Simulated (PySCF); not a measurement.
Species: C5H4F3NO2.
Geometry (GFN2-xTB, Å), atoms numbered from 1 in this order:
```
atom  x, y, z in Å
C1    -3.0141   -0.3225   -0.2910
O2    -1.7697   -0.9993   -0.3938
C3    -0.7096   -0.2956   -0.0408
C4     0.6367   -0.7768   -0.0661
C5     1.3448    0.2968    0.3787
C6     2.8141    0.4773    0.5947
F7     3.3236    1.4602   -0.1569
F8     3.4796   -0.6410    0.2808
F9     3.1114    0.7659    1.8671
O10    0.5243    1.3235    0.6475
N11   -0.7464    0.9451    0.3839
H12   -3.1954   -0.0107    0.7390
H13   -3.7690   -1.0353   -0.6138
H14   -3.0221    0.5613   -0.9312
H15    0.9875   -1.7410   -0.3623
```

Computed at PBE0/pcSseg-1 (PySCF, non-relativistic), with Q(17O) = −0.0256 b, Q(14N) = 0.02044 b: O2, 17O (I = 5/2): χzz = -11.26 MHz, η = 0.706; O10, 17O (I = 5/2): χzz = -11.31 MHz, η = 0.320; N11, 14N (I = 1): χzz = 6.071 MHz, η = 0.689.

(1) Find the zero-field quadrupole resonance frequencies of 17O at O2.

(2) Where would the pure quadrupole (NQR) lines of 17O at O10 fall for the rigid, isolated species?

(3) Where would the pure quadrupole (NQR) lines of 14N at N11 fall for the rigid, isolated species?

## Answers

(1) From the eigenvalues of H = χ/[4I(2I − 1)] × [3Iz² − I(I + 1) + η(Ix² − Iy²)], steps between neighbouring levels, labelled as for η = 0: ±1/2↔±3/2 2.431 MHz, ±3/2↔±5/2 3.126 MHz (aryl ether oxygen).

(2) From the eigenvalues of H = χ/[4I(2I − 1)] × [3Iz² − I(I + 1) + η(Ix² − Iy²)], steps between neighbouring levels, labelled as for η = 0: ±1/2↔±3/2 1.876 MHz, ±3/2↔±5/2 3.328 MHz (ring oxygen).

(3) From ν± = (3/4)|χ|(1 ± η/3) and ν0 = |χ|η/2: ν+ 5.600 MHz, ν− 3.507 MHz, ν0 2.093 MHz (pyridine-type nitrogen).

In a crystal, neighbours and librations shift these lines. GFN2-xTB bond lengths can be off by several hundredths of an ångström, more for odd bonds, and the gradients follow them. With a basis this small, the couplings can be 20 % off.

One conformer stands for the species.
